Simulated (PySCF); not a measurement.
One molecule, a ladder of functionals, a line

Molecule: `C[O][AlH][CH]=C`, C3H7AlO.

Atom-mapped SMILES (the numbers label the heavy atoms): `[CH2:1]=[CH:2][AlH:3][O:4][CH3:5]`; H(Xn) means a hydrogen on atom n. Ha(C1) is cis to Al3; Hb(C1) is trans to Al3.

GIAO shieldings (ppm, equivalent atoms averaged) in PySCF on the PBE0-D3(BJ)/def2-SVP geometry, basis pcSseg-2, gas phase, non-relativistic:

```tsv
functional	exact exchange (%)	σ(C1)	σ(C5)	σ(Al3)	σ(O4)
BLYP	0	20.5	117.2	373.2	237.6
BP86	0	23.4	121.5	377.2	242.5
PBE	0	23.1	121.8	376.6	241.8
PBE0	25	25.8	128.8	390.9	267.8
mPW1PW91	25	25.3	128.1	392.0	268.6
BHandHLYP	50	26.3	130.9	399.5	282.6
HF	100	34.7	141.8	431.0	310.6
```

Question: Fit each shielding as a line in the percentage of exact exchange.

Answer: σ(C1) = 22.2 + 0.12 x (rms 1.2 ppm); σ(C5) = 121.1 + 0.21 x (rms 1.9 ppm); σ(Al3) = 376.0 + 0.54 x (rms 2.1 ppm); σ(O4) = 244.2 + 0.71 x (rms 4.8 ppm). The functionals also differ in their semilocal parts, which the line can't hold; Hartree–Fock has no correlation at all.

Question: What does the line predict for B3LYP (20 %), and what does the run give?

Answer: σ(C1): 24.6 predicted, 22.5 computed; σ(C5): 125.3 predicted, 123.3 computed; σ(Al3): 386.8 predicted, 383.6 computed; σ(O4): 258.4 predicted, 259.0 computed ppm.
